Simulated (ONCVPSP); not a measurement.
**An all-electron radial function and its pseudo partner (Sc (Z = 21))**

Columns: radius, all-electron u(r) and pseudo u(r) of the 3p shell (level -64.63 eV) of scandium in the configuration [Ne] 3s2 3p6; LDA (Perdew-Zunger), scalar-relativistic, ONCV scheme, ONCVPSP 4.0.1.

```csv
r (bohr),all-electron,pseudo
0.060,-0.2041,0.0110
0.120,-0.4387,0.0434
0.180,-0.5232,0.0957
0.240,-0.4659,0.1651
0.300,-0.3139,0.2486
0.360,-0.1142,0.3420
0.420,0.0997,0.4410
0.480,0.3054,0.5412
0.540,0.4897,0.6382
0.600,0.6463,0.7282
0.660,0.7726,0.8080
0.720,0.8695,0.8757
0.780,0.9389,0.9297
0.840,0.9840,0.9693
0.900,1.0081,0.9943
0.960,1.0145,1.0047
1.020,1.0066,1.0011
1.080,0.9871,0.9849
1.140,0.9587,0.9583
1.200,0.9237,0.9236
1.260,0.8838,0.8837
1.320,0.8406,0.8406
1.380,0.7955,0.7954
1.440,0.7493,0.7493
1.500,0.7031,0.7030
1.560,0.6573,0.6573
```

(1) How many radial nodes do the two functions have?

(2) At about which radius was the pseudo-wave matched?

(3) Is the pseudo-wave norm-conserving?

## Answers

(1) The all-electron 3p function has n − l − 1 = 1; the pseudo-wave has 0, since the states of the same l below it are removed with the core.

(2) 1.20 bohr, where the columns begin to agree (steps of 0.06 bohr).

(3) Yes: the ONCV scheme keeps the norm inside the radius equal to the all-electron one, which fixes the energy derivative of the logarithmic derivative at the level.
